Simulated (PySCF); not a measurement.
Stepwise substitution at one centre (Sn H-Cl). All species are isolated molecules in the gas phase. Strings in code marks are SMILES.

The HOMO–LUMO gap from two functionals at the same geometries (B3LYP-D3(BJ)/def2-TZVP), both in PySCF: PBE-D3(BJ)/def2-TZVP and B3LYP-D3(BJ)/def2-TZVP. B3LYP has the VWN-RPA correlation part, as in Gaussian. 

```csv
species,PBE-D3(BJ)/def2-TZVP (eV)
0 of 4 H replaced by Cl (`[SnH4]`),7.60
1 of 4 H replaced by Cl,5.45
2 of 4 H replaced by Cl (`[Cl][SnH2][Cl]`),5.12
```

Problem. What does B3LYP-D3(BJ)/def2-TZVP give for each?

Solution. 
- 0 of 4 H replaced by Cl (`[SnH4]`): 9.23
- 1 of 4 H replaced by Cl: 7.12
- 2 of 4 H replaced by Cl (`[Cl][SnH2][Cl]`): 6.84
Over these rows, drawn at random from the members with no instability flagged (it was tested for open shells, ions and some series alone), PBE minus B3LYP-D3(BJ): mean -1.67 eV, from -1.72 eV to -1.64 eV.
